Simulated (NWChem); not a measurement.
A series in which one site is exchanged, each optimised at PBE0/def2-SVP with NWChem, gas phase unless a solvent is named. All stand in one matching conformer (torsions within 35°), which need not be the lowest. 

A: [NH2][Be][O][SiH3] (BeSiNH₅O; site = Be)
B: [NH2][Zn][O][SiH3] (ZnSiNH5O; site = Zn)
C: [NH2][Mg][O][SiH3] (MgSiNH5O; site = Mg)

Rank them by static polarisability, CAM-B3LYP/def2-SVPD (bohr³), lowest first.

A (53.3), C (60.5), B (61.5)
